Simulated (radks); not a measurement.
All-electron atom: the osmium ion Os3+ in [Xe] 4f14 5d4.75 6s0.25 (fractional occupations, a model configuration). Calculated with a radial shooting solver on a logarithmic mesh with Libxc functionals: scalar-relativistic Kohn-Sham, LDA (Slater exchange, Perdew-Zunger correlation), spin-polarised, spherical densities, finite nucleus; open shells are filled with parallel spins first (spin-orbit coupling, left out, can overturn this in heavy ions); Fermi nuclear charge, rms radius 5.4126 fm.

Local quantities along the radius. ELF = 1/(1 + alpha^2) is the electron localisation function; alpha = (tau - tau_W)/tau_unif compares the Pauli kinetic energy density with that of the uniform gas (summed over spins). tau is taken from the large components.

```
   r/bohr * ELF (the largest magnitude, 0.999, reaches the edge; | marks zero)
 0.001394 |                                                      *
 0.001874 |                                                      *
  0.00252 |                                                      *
 0.003415 |                                                      *
 0.004592 |                                                      *
 0.006173 |                                                      *
   0.0083 |                                                     *
  0.01116 |                                                  *
  0.01512 |                                         *
  0.02033 |                       *
  0.02734 |                  *
  0.03675 |                            *
  0.04941 |                                       *
  0.06697 |                                   *
  0.09004 |                   *
   0.1211 |                          *
   0.1628 |                                       *
   0.2206 |                         *
   0.2966 |                *
   0.3987 |                                     *
   0.5361 |                                  *
   0.7207 |                  *
   0.9768 |                          *
    1.313 |                                   *
    1.766 |                          *
    2.374 |              *
    3.192 |    *
    4.325 *
    5.815 *
```

On this mesh the ELF has minima near r = 0.027, 0.10, 0.25, 0.72 bohr, which separate the shells, and maxima near 0.058 (0.73), 0.16 (0.72), 0.46 (0.71), 1.3 (0.65).
